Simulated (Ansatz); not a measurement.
`C[Si@@H](O)O[Si@H](O)Cl` and `O[SiH](Cl)[O][GeH3]` differ in one atom or group.

Ansatz, PBE0-D4/def2-TZVP geometries, multiplicity 1. Each molecule was computed in one conformer, which needn't be the lowest.

Scalar relativity is left out up to krypton.

| property | `C[Si@@H](O)O[Si@H](O)Cl` |
| --- | --- |
| size of the dipole moment (PBE/def2-TZVPP) / D | 2.06 |
| LUMO energy (PBE0/def2-TZVPP) / eV | 0.43 |
| size of the dipole moment (B3LYP/def2-TZVPP) / D | 2.05 |
| HOMO energy (B3LYP/def2-TZVPP) / eV | -8.50 |
| HOMO–LUMO gap (PBE0/def2-TZVPP) / eV | 9.17 |
| LUMO energy (PBE/def2-TZVPP) / eV | -0.45 |

Problem. What does the change do to each property? (An estimate is asked.)

Solution. Computed: 
```json
{"property": "size of the dipole moment (PBE/def2-TZVPP) / D", "`O[SiH](Cl)[O][GeH3]`": "1.33", "shift": "-0.73"}
{"property": "LUMO energy (PBE0/def2-TZVPP) / eV", "`O[SiH](Cl)[O][GeH3]`": "0.03", "shift": "-0.40"}
{"property": "size of the dipole moment (B3LYP/def2-TZVPP) / D", "`O[SiH](Cl)[O][GeH3]`": "1.33", "shift": "-0.72"}
{"property": "HOMO energy (B3LYP/def2-TZVPP) / eV", "`O[SiH](Cl)[O][GeH3]`": "-8.63", "shift": "-0.13"}
{"property": "HOMO–LUMO gap (PBE0/def2-TZVPP) / eV", "`O[SiH](Cl)[O][GeH3]`": "8.92", "shift": "-0.25"}
{"property": "LUMO energy (PBE/def2-TZVPP) / eV", "`O[SiH](Cl)[O][GeH3]`": "-0.87", "shift": "-0.42"}
```

With PBE0 the HOMO falls by 0.16 eV and the LUMO falls by 0.40 eV, so the gap narrows by about 0.24 eV. PBE moves the HOMO by -0.17 eV and ωB97M-V by -0.14 eV. Dipoles are sizes alone; their direction can turn.

B3LYP here is the variant with VWN-RPA as its local correlation; programs differ in this.
